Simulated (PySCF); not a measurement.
# Si⁺ (silicon, charge +1) across methods

[Ne] 3s2 3d1, 2D determinant (an excited configuration). Computed with PySCF 2.14 in aug-cc-pCVTZ-DK, with the spin-free X2C one-electron Hamiltonian (Gaussian nucleus).

| method | E (hartree) | mean ε 3s α (eV) | mean ε 3s β (eV) | mean ε 3d α (eV) | Σ⟨r²⟩ (bohr²) | ⟨S²⟩ |
| --- | --- | --- | --- | --- | --- | --- |
| r2SCAN | -289.3367 | -21.272 | -21.042 | -5.641 | 28.82 | 0.751 |
| CAM-B3LYP | -289.3795 | -23.851 | -23.520 | -6.745 | 29.44 | 0.750 |
| M06 | -289.3732 | -22.498 | -22.040 | -5.909 | 29.53 | 0.750 |
| UHF | -288.84771 | -25.283 | -24.909 | -6.842 | 32.22 | 0.751 |
| B97-3 | -289.3441 | -22.474 | -22.123 | -6.010 | 29.67 | 0.750 |
| LDA | -288.2129 | -21.433 | -20.981 | -5.462 | 29.11 | 0.750 |
| PBE0 | -289.2519 | -22.407 | -22.010 | -6.083 | 29.25 | 0.751 |
| PBE | -289.2397 | -21.207 | -20.773 | -5.641 | 28.73 | 0.751 |
| wB97X-V | -289.3160 | -24.750 | -24.438 | -7.330 | 29.38 | 0.750 |

The outer electron is Rydberg-like, and this basis confines it to a smaller radius and binds it less than a complete one would.
